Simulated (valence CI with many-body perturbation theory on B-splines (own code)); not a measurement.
# Energy levels of La XXVII

Method: valence CI with perturbative core correlation (CI+MBPT): three valence electrons over a frozen Dirac-Fock core [Ar] 3d10, a basis of 11 s, 11 p, 10 d, 8 f, 5 g, 2 h functions for each j, with the one-electron correlation potential Σ1 (screened to all orders), the two-electron term Σ2, the three-electron term Σ3, Breit, model QED; selected single and double excitations, second order for the rest, scaled by the run's own slope (own B-spline code, finite nucleus).

The last digits are not significant, and no measured levels were compared; by estimate large intervals hold to a few tenths of a per cent, small ones and those within an open d or f shell to about a per cent.

Levels 1 to 45 of 176, with energies above the lowest level, (4s^2 4p1/2) J=1/2. "Leading %" is the weight of the configuration and term that name the level; weights of strongly mixed levels are sums over their largest components and can fall short. In the jj column 3d3/2^4 stands for four electrons in 3d with j = 3/2. Lifetimes count E1, E2, E3, M1 and M2 decay at the calculated energies, and are blank where another channel may lead or the interval is too uncertain; long ones can be off by a factor of two.

| No. | Configuration | Term | J | E (eV) | Leading % | Second component | Lifetime | g | Leading jj |
| --- | --- | --- | --- | --- | --- | --- | --- | --- | --- |
| 1 | 4s²4p | ²P° | 1/2 | 0.00 | 99 |  |  | 0.663 | 4s^2 4p1/2 (99 %) |
| 2 | 4s²4p | ²P° | 3/2 | 23.57 | 99 |  | 16.0 μs | 1.332 | 4s^2 4p3/2 (99 %) |
| 3 | 4s4p² | ⁴P | 1/2 | 56.10 | 75 | 19 % 4s4p² ²S | 158 ps | 2.420 | 4s 4p1/2^2 (89 %) |
| 4 | 4s4p² | ⁴P | 3/2 | 72.76 | 95 |  | 1.34 ns | 1.693 | 4s 4p1/2 4p3/2 (98 %) |
| 5 | 4s4p² | ⁴P | 5/2 | 77.72 | 56 | 42 % 4s4p² ²D | 239 ps | 1.422 | 4s 4p1/2 4p3/2 (93 %) |
| 6 | 4s4p² | ²D | 3/2 | 85.58 | 76 | 18 % 4s4p² ²P | 17.9 ps | 0.911 | 4s 4p1/2 4p3/2 (90 %) |
| 7 | 4s4p² | ²P | 1/2 | 89.19 | 71 | 17 % 4s4p² ⁴P | 6.68 ps | 1.155 | 4s 4p1/2 4p3/2 (85 %) |
| 8 | 4s4p² | ²D | 5/2 | 99.69 | 52 | 44 % 4s4p² ⁴P | 96.0 ps | 1.373 | 4s 4p3/2^2 (91 %) |
| 9 | 4s4p² | ²S | 1/2 | 112.79 | 69 | 22 % 4s4p² ²P | 9.65 ps | 1.756 | 4s 4p3/2^2 (94 %) |
| 10 | 4s4p² | ²P | 3/2 | 113.45 | 77 | 12 % 4s4p² ²D | 5.11 ps | 1.240 | 4s 4p3/2^2 (82 %) |
| 11 | 4s²4d | ²D | 3/2 | 126.24 | 87 | 8 % 4s4p² ²D | 3.14 ps | 0.816 | 4s^2 4d3/2 (87 %) |
| 12 | 4s²4d | ²D | 5/2 | 130.38 | 93 | 5 % 4s4p² ²D | 4.64 ps | 1.200 | 4s^2 4d5/2 (93 %) |
| 13 | 4p³ | ²P° | 3/2 | 144.36 | 40 | 28 % 4p³ ²D° | 11.7 ps | 1.346 | 4p1/2^2 4p3/2 (92 %) |
| 14 | 4p³ | ⁴S° | 3/2 | 162.93 | 53 | 35 % 4p³ ²D° | 8.19 ps | 1.430 | 4p1/2 4p3/2^2 (87 %) |
| 15 | 4p³ | ²D° | 5/2 | 163.62 | 78 | 17 % 4s4p4d ²D° | 21.9 ps | 1.189 | 4p1/2 4p3/2^2 (78 %) |
| 16 | 4s4p4d | ⁴F° | 3/2 | 169.18 | 85 | 8 % 4s4p4d ²D° | 45.6 ps | 0.486 | 4s 4p1/2 4d3/2 (91 %) |
| 17 | 4p³ | ²P° | 1/2 | 172.18 | 93 | 5 % 4s4p4d ²P° | 8.32 ps | 0.663 | 4p1/2 4p3/2^2 (93 %) |
| 18 | 4s4p4d | ⁴F° | 5/2 | 173.02 | 76 | 6 % 4s4p4d ²F° | 28.0 ps | 1.055 | 4s 4p1/2 4d3/2 (62 %) |
| 19 | 4s4p4d | ⁴F° | 7/2 | 179.82 | 71 | 17 % 4s4p4d ⁴D° | 18.3 ps | 1.257 | 4s 4p1/2 4d5/2 (82 %) |
| 20 | 4s4p4d | ⁴P° | 5/2 | 180.03 | 52 | 24 % 4s4p4d ⁴D° | 5.78 ps | 1.441 | 4s 4p1/2 4d5/2 (91 %) |
| 21 | 4s4p4d | ⁴D° | 3/2 | 180.40 | 50 | 31 % 4s4p4d ⁴P° | 3.62 ps | 1.348 | 4s 4p1/2 4d3/2 (64 %) |
| 22 | 4s4p4d | ⁴D° | 1/2 | 180.73 | 74 | 17 % 4s4p4d ²P° | 2.90 ps | 0.343 | 4s 4p1/2 4d3/2 (90 %) |
| 23 | 4s4p4d | ²F° | 5/2 | 188.31 | 74 | 6 % 4s4p4d ²D° | 7.58 ps | 0.954 | 4s 4p1/2 4d5/2 (68 %) |
| 24 | 4p³ | ²P° | 3/2 | 189.82 | 47 | 17 % 4s4p4d ²D° | 7.26 ps | 1.274 | 4p3/2^3 (72 %) |
| 25 | 4s4p4d | ²P° | 3/2 | 191.24 | 39 | 39 % 4s4p4d ²D° | 3.84 ps | 0.997 | 4s 4p1/2 4d5/2 (48 %) |
| 26 | 4s4p4d | ⁴F° | 9/2 | 195.88 | 100 |  | 23.1 μs | 1.332 | 4s 4p3/2 4d5/2 (100 %) |
| 27 | 4s4p4d | ⁴P° | 1/2 | 198.23 | 88 | 11 % 4s4p4d ⁴D° | 4.32 ps | 2.367 | 4s 4p3/2 4d3/2 (97 %) |
| 28 | 4s4p4d | ⁴D° | 5/2 | 198.27 | 59 | 12 % 4s4p4d ⁴F° | 3.48 ps | 1.292 | 4s 4p3/2 4d3/2 (89 %) |
| 29 | 4s4p4d | ⁴P° | 3/2 | 198.82 | 55 | 40 % 4s4p4d ⁴D° | 3.90 ps | 1.480 | 4s 4p3/2 4d3/2 (87 %) |
| 30 | 4s4p4d | ⁴D° | 7/2 | 198.94 | 66 | 25 % 4s4p4d ⁴F° | 3.92 ps | 1.353 | 4s 4p3/2 4d3/2 (50 %) |
| 31 | 4s4p4d | ²D° | 5/2 | 203.91 | 49 | 34 % 4s4p4d ⁴P° | 6.43 ps | 1.316 | 4s 4p3/2 4d5/2 (96 %) |
| 32 | 4s4p4d | ²D° | 3/2 | 205.97 | 60 | 17 % 4s4p4d ²P° | 3.28 ps | 1.007 | 4s 4p3/2 4d5/2 (39 %) |
| 33 | 4s4p4d | ²F° | 7/2 | 210.05 | 97 |  | 7.59 ps | 1.144 | 4s 4p3/2 4d5/2 (74 %) |
| 34 | 4s4p4d | ²F° | 5/2 | 211.12 | 74 | 12 % 4s²4f ²F° | 3.12 ps | 0.900 | 4s 4p3/2 4d3/2 (77 %) |
| 35 | 4s4p4d | ²F° | 7/2 | 212.11 | 69 | 16 % 4s4p4d ⁴D° | 3.94 ps | 1.191 | 4s 4p3/2 4d5/2 (69 %) |
| 36 | 4s4p4d | ²P° | 1/2 | 214.17 | 82 | 14 % 4s4p4d ⁴D° | 2.82 ps | 0.613 | 4s 4p3/2 4d3/2 (69 %) |
| 37 | 4s4p4d | ²P° | 1/2 | 217.37 | 92 | 6 % 4p³ ²P° | 3.58 ps | 0.670 | 4s 4p3/2 4d5/2 (71 %) |
| 38 | 4s4p4d | ²P° | 3/2 | 219.83 | 84 | 4 % 4s4p4d ²D° | 3.16 ps | 1.307 | 4s 4p3/2 4d5/2 (83 %) |
| 39 | 4s4p4d | ²D° | 3/2 | 220.00 | 47 | 37 % 4s4p4d ²P° | 2.34 ps | 1.041 | 4s 4p3/2 4d3/2 (43 %) |
| 40 | 4s4p4d | ²D° | 5/2 | 220.86 | 77 | 12 % 4s4p4d ²F° | 2.37 ps | 1.152 | 4s 4p3/2 4d5/2 (81 %) |
| 41 | 4p²4d | ⁴F | 3/2 | 237.75 | 47 | 21 % 4p²4d ²D | 15.3 ps | 0.721 | 4p1/2^2 4d3/2 (94 %) |
| 42 | 4s²4f | ²F° | 5/2 | 238.57 | 84 | 14 % 4s4p4d ²F° | 2.90 ps | 0.857 | 4s^2 4f5/2 (84 %) |
| 43 | 4s²4f | ²F° | 7/2 | 238.89 | 86 | 12 % 4s4p4d ²F° | 3.35 ps | 1.143 | 4s^2 4f7/2 (86 %) |
| 44 | 4p²4d | ⁴F | 5/2 | 244.78 | 30 | 26 % 4p²4d ⁴D | 11.0 ps | 1.171 | 4p1/2^2 4d5/2 (84 %) |
| 45 | 4p²4d | ²F | 5/2 | 254.81 | 56 | 37 % 4p²4d ⁴F | 19.2 ps | 0.928 | 4p1/2 4p3/2 4d3/2 (90 %) |

Where two levels of one J and parity lie close, their mixing, g and order are uncertain.

The ionisation energy to 4s² ¹S0 of the next ion comes out as 906.68 eV (NIST: 906 ± 4 eV (theoretical)). All 176 levels together are meant to be complete up to 399.45 eV.
